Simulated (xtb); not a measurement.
B(Br)(Me)(NH2) (CH5BBrN), SMILES CB(N)Br. All values are semi-empirical tight-binding results from xtb (GFN2-xTB unless named), good for trends rather than for accurate numbers. Geometry optimised at GFN2-xTB. This is a generated structure with no PubChem entry under its InChIKey; it may be hypothetical. One conformer was computed; it need not be the lowest.

Optimised geometry:

```xyz
9

B      0.5976     0.6498     0.2278
Br    -0.6302    -0.7380    -0.2158
C      0.5070     2.0447    -0.5084
H      0.6406     1.9296    -1.5841
H      1.2496     2.7596    -0.1604
H     -0.4749     2.4981    -0.3741
N      1.5393     0.3723     1.1998
H      2.2313     1.0333     1.5091
H      1.6063    -0.5138     1.6755
```
Charge 0, spin multiplicity 1.

Computed properties:
| Property | Result |
|---|---|
| point group as xtb finds it | Cs |
| orbital gap | 5.27 eV |
| zero-point energy | 42.4 kcal/mol |
| G − E(el) at 298.15 K (modified RRHO) | 23.6 kcal/mol |
| static polarisability (D4 model) | 55.3 bohr³ |
| solvation energy, GFN2-xTB/ALPB(water) | -4.6 kcal/mol |
| solvation energy, GFN2-xTB/ALPB(acetone) | -7.2 kcal/mol |

Computed atomic charges and the Wiberg bond orders between heavy atoms:
charges (e) B1 0.34, Br2 -0.27, C3 -0.19, H4 0.05, H5 0.02, H6 0.05, N7 -0.33, H8 0.16, H9 0.18. Bond orders B1–Br2 0.97, B1–C3 1.03, B1–N7 1.40.
